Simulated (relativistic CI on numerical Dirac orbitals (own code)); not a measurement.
Sensitivity of the levels of Hg27+ to α and to the nuclear radius

These numbers are calculated, not measured: Dirac-Coulomb-Breit CI, separate exchange-only KLI orbitals for each configuration, derivatives by finite differences, unscaled Slater integrals, QED left out (own radial code, finite nucleus).

Configuration list (outside the closed core [Kr] 4d10): 4f⁷.

With x = (α/α₀)² − 1 an excitation energy changes as ω = ω₀ + qx; K = 2q/ω₀ is the relative enhancement. Terms are leading LS components, so labels can repeat. The field-shift factor is F = δν/δ⟨r²⟩ for the transition from the lowest level.

Lowest level 4f⁷ ⁸S°7/2.

| Level | ω₀ (cm⁻¹) | q (cm⁻¹) | K | F (GHz/fm²) |
| --- | --- | --- | --- | --- |
| 4f⁷ ⁴D°7/2 | 64416.5 | -41070 | -1.28 | -1.12 |
| 4f⁷ ⁶P°5/2 | 79792.7 | -11350 | -0.284 | 0.456 |
| 4f⁷ ⁶I°7/2 | 83192.6 | -10440 | -0.251 | 0.545 |
| 4f⁷ ⁶I°9/2 | 87651.1 | -16930 | -0.386 | 0.308 |
| 4f⁷ ⁶P°3/2 | 88919.0 | 1415 | 0.0318 | 1.17 |
| 4f⁷ ⁶I°17/2 | 91302.1 | -8102 | -0.177 | 0.818 |
| 4f⁷ ⁶I°11/2 | 95843.4 | -998.1 | -0.0208 | 1.17 |
| 4f⁷ ⁶I°13/2 | 98896.3 | 3260 | 0.0659 | 1.42 |
| 4f⁷ ⁶I°15/2 | 99697.7 | 7949 | 0.159 | 1.66 |
| 4f⁷ ⁶D°9/2 | 102835.2 | 903.5 | 0.0176 | 1.33 |
| 4f⁷ ⁶D°7/2 | 111506.9 | -2785 | -0.05 | 1.26 |
| 4f⁷ ⁶I°7/2 | 119897.7 | 8412 | 0.14 | 1.89 |
| 4f⁷ ⁴G°5/2 | 120533.9 | -10900 | -0.181 | 0.985 |
| 4f⁷ ⁶D°1/2 | 121685.2 | 25920 | 0.426 | 2.72 |
| 4f⁷ ⁶D°5/2 | 122317.1 | 17880 | 0.292 | 2.36 |
| 4f⁷ ⁶D°3/2 | 124085.4 | 25940 | 0.418 | 2.75 |
| 4f⁷ ⁶G°11/2 | 126088.4 | -7124 | -0.113 | 1.26 |
| 4f⁷ ⁴N°17/2 | 127902.3 | -10010 | -0.157 | 1.18 |
| 4f⁷ ⁶G°9/2 | 129252.3 | -9839 | -0.152 | 1.16 |
| 4f⁷ ⁶G°3/2 | 132536.5 | -1471 | -0.0222 | 1.58 |
| 4f⁷ ⁴H°13/2 | 136761.4 | -7699 | -0.113 | 1.38 |
| 4f⁷ ⁴G°11/2 | 138317.4 | -13630 | -0.197 | 1.11 |
| 4f⁷ ⁶G°13/2 | 140539.4 | -5203 | -0.074 | 1.54 |

At this charge energies of transitions that change n are usually good to better than 1 %, and those within a shell (Δn = 0) to a few per cent. Terms inside the open d or f shell come out 10 to 20 % too wide with unscaled integrals.
